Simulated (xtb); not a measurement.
A run for xtb: GFN1-xTB on AlP, 2S+1 = 3, a spin state set in the input, which need not be the lowest, a point of a bond scan (R = 2.216 Å).

```
$ xtb mol.xyz --gfn 1 --sp --chrg 0 --uhf 2
2

Al     0.00000000     0.00000000     0.00000000
P      0.00000000     0.00000000     2.21642900
```

Program output:

```
[...]
           -------------------------------------------------
          |                Calculation Setup                |
           -------------------------------------------------



           -------------------------------------------------
          |                 G F N 1 - x T B                 |
           -------------------------------------------------

        Reference                      10.1021/acs.jctc.7b00118
      * Hamiltonian:
        H0-scaling (s, p, d)           1.850000    2.250000    2.000000
        zeta-weighting                 0.000000
      * Dispersion:
        s8                             2.400000
        a1                             0.630000
        a2                             5.000000
        s9                             0.000000
      * Repulsion:
        kExp                           1.500000
        rExp                           1.000000
      * Coulomb:
        alpha                          2.000000
        third order                    atomic
        anisotropic                    false
      * Halogen bond correction:
        rad-scale                      1.300000
        damping                        0.440000


          ...................................................
          :                      SETUP                      :
          :.................................................:
          :  # basis functions                  20          :
          :  # atomic orbitals                  18          :
          :  # shells                            6          :
          :  # electrons                         8          :
          :  # halogen bonds                     0          :
          :  max. iterations                   250          :
          :  Hamiltonian                  GFN1-xTB          :
          :  restarted?                      false          :
          :  GBSA solvation                  false          :
          :  PC potential                    false          :
          :  electronic temp.          300.0000000     K    :
          :  accuracy                    1.0000000          :
          :  -> integral cutoff          0.2500000E+02      :
          :  -> integral neglect         0.1000000E-07      :
          :  -> SCF convergence          0.1000000E-05 Eh   :
          :  -> wf. convergence          0.2000000E-04 e    :
          :  Broyden damping             0.4000000          :
          :  net charge                          0          :
          :  unpaired electrons                  2          :
          ...................................................

 iter      E             dE          RMSdq      gap      omega  full diag
   1     -3.6872872 -0.368729E+01  0.563E+00    3.65       0.0  T
   2     -3.7609977 -0.737105E-01  0.538E+00    5.74       1.0  T
   3     -3.8022269 -0.412293E-01  0.266E+00    5.16       1.0  T
   4     -3.8039380 -0.171104E-02  0.137E-01    4.95       1.0  T
   5     -3.8039847 -0.467096E-04  0.410E-02    4.97       1.7  T
   6     -3.8039861 -0.140656E-05  0.393E-03    4.98      18.0  T
   7     -3.8039861 -0.324850E-07  0.396E-04    4.98     178.7  T
   8     -3.8039861 -0.216791E-09  0.156E-04    4.98     453.1  T
   9     -3.8039861 -0.144817E-11  0.467E-08    4.98  100000.0  T

   *** convergence criteria satisfied after 9 iterations ***

         #    Occupation            Energy/Eh            Energy/eV
      -------------------------------------------------------------
         1        2.0000           -0.6740298             -18.3413
         2        2.0000           -0.4843033             -13.1786
         3        1.5000           -0.3377721              -9.1912
         4        1.5000           -0.3377721              -9.1912
         5        1.0000           -0.3136321              -8.5344 (HOMO)
         6                         -0.1307716              -3.5585 (LUMO)
         7                         -0.1307716              -3.5585
         8                         -0.0760969              -2.0707
         9                         -0.0760969              -2.0707
        10                         -0.0318475              -0.8666
       ...                                ...                  ...
        18                          0.9566035              26.0305
      -------------------------------------------------------------
                  HL-Gap            0.1828605 Eh            4.9759 eV
             Fermi-level           -0.2799870 Eh           -7.6188 eV

 transition dipole moment (au) for excitation:           4           5
     X       Y       Z
   0.0000   0.0238  -0.0000  total (au/Debye):    0.024   0.060
 dE (eV)             :    0.657
 oscillator strength :  0.12879E-04

 SCC (total)                   0 d,  0 h,  0 min,  0.013 sec
 SCC setup                      ...        0 min,  0.004 sec ( 32.205%)
 Dispersion                     ...        0 min,  0.000 sec (  0.286%)
 classical contributions        ...        0 min,  0.000 sec (  0.229%)
 integral evaluation            ...        0 min,  0.001 sec (  8.697%)
 iterations                     ...        0 min,  0.001 sec (  9.047%)
 molecular gradient             ...        0 min,  0.001 sec (  5.630%)
 printout                       ...        0 min,  0.006 sec ( 43.720%)

         :::::::::::::::::::::::::::::::::::::::::::::::::::::
         ::                     SUMMARY                     ::
         :::::::::::::::::::::::::::::::::::::::::::::::::::::
         :: total energy              -3.792915528360 Eh    ::
         :: gradient norm              0.003223286616 Eh/a0 ::
         :: HOMO-LUMO gap              4.975886804361 eV    ::
         ::.................................................::
         :: SCC energy                -3.803986129208 Eh    ::
         :: -> electrostatic           0.002673400208 Eh    ::
         :: repulsion energy           0.011634996067 Eh    ::
         :: dispersion energy         -0.000564395219 Eh    ::
         :: halogen bond corr.         0.000000000000 Eh    ::
         :: add. restraining           0.000000000000 Eh    ::
         :: total charge              -0.000000000009 e     ::
         :::::::::::::::::::::::::::::::::::::::::::::::::::::

           -------------------------------------------------
          |                Property Printout                |
           -------------------------------------------------

    * Orbital Energies and Occupations

         #    Occupation            Energy/Eh            Energy/eV
      -------------------------------------------------------------
         1        2.0000           -0.6740298             -18.3413
         2        2.0000           -0.4843033             -13.1786
         3        1.5000           -0.3377721              -9.1912
         4        1.5000           -0.3377721              -9.1912
         5        1.0000           -0.3136321              -8.5344 (HOMO)
         6                         -0.1307716              -3.5585 (LUMO)
         7                         -0.1307716              -3.5585
         8                         -0.0760969              -2.0707
         9                         -0.0760969              -2.0707
        10                         -0.0318475              -0.8666
        11                          0.0056893               0.1548
        12                          0.0056893               0.1548
        13                          0.0331056               0.9008
        14                          0.0331056               0.9008
        15                          0.0743795               2.0240
        16                          0.1563965               4.2558
       ...                                ...                  ...
        18                          0.9566035              26.0305
Note: The following floating-point exceptions are signalling: IEEE_DENORMAL
normal termination of xtb
      -------------------------------------------------------------
                  HL-Gap            0.1828605 Eh            4.9759 eV
             Fermi-level           -0.2799870 Eh           -7.6188 eV

  Mulliken/CM5 charges         n(s)   n(p)   n(d)
     1Al    0.14039  0.14437   1.848  0.629  0.383
     2P    -0.14039 -0.14437   1.789  3.348  0.002

Wiberg/Mayer (AO) data.
largest (>0.10) Wiberg bond orders for each atom

 ---------------------------------------------------------------------------
     #   Z sym  total        # sym  WBO       # sym  WBO       # sym  WBO
 ---------------------------------------------------------------------------
     1  13 Al   1.625 --     2 P    1.625
     2  15 P    1.625 --     1 Al   1.625
 ---------------------------------------------------------------------------

Topologies differ in total number of bonds
Writing topology from bond orders to xtbtopo.mol

 dipole moment from electron density (au)
     X       Y       Z
   0.0000  -0.0000  -2.1242  total (Debye):    5.399


           -------------------------------------------------
          | TOTAL ENERGY               -3.792915528360 Eh   |
          | GRADIENT NORM               0.003223286616 Eh/α |
          | HOMO-LUMO GAP               4.975886804361 eV   |
           -------------------------------------------------

------------------------------------------------------------------------
------------------------------------------------------------------------
 total:
 SCF:
```

The run finished.

Cost: very roughly 0.04 core-seconds.
